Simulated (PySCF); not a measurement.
# Cost of response and excited-state runs on `C(C(=C=C=C)C(N)=O)=C`, C7H7NO

Geometry:
| atom | x (Å) | y (Å) | z (Å) |
| --- | --- | --- | --- |
| C1 | 1.760 | -2.046 | 1.687 |
| C2 | 1.031 | -1.204 | 0.992 |
| C3 | 0.332 | -0.403 | 0.327 |
| C4 | -0.399 | 0.452 | -0.381 |
| C5 | -1.713 | 0.144 | -0.907 |
| C6 | -2.347 | -1.014 | -0.740 |
| C7 | 0.123 | 1.823 | -0.684 |
| N8 | 1.348 | 2.090 | -0.172 |
| O9 | -0.499 | 2.634 | -1.338 |
| H10 | 2.737 | -1.777 | 2.056 |
| H11 | 1.406 | -3.038 | 1.913 |
| H12 | -2.159 | 0.954 | -1.468 |
| H13 | -3.324 | -1.188 | -1.157 |
| H14 | -1.906 | -1.823 | -0.180 |
| H15 | 1.756 | 2.995 | -0.337 |
| H16 | 1.846 | 1.412 | 0.377 |

PySCF with density fitting, on 1 thread of an AMD EPYC 7B13, shared host. Command: `OMP_NUM_THREADS=1 python excited_run.py task.json out`

(1) How long does this run take, and how much memory?
- first hyperpolarisability, LC-wPBE/def2-SVPD; wavelengths [1064] nm

Answers

(1) 
| run | level | basis functions | wall time | peak memory (GiB) |
| --- | --- | --- | --- | --- |
| first hyperpolarisability | LC-wPBE/def2-SVPD | 239 | 57 s | 0.93 |

Times from a shared host are rough.
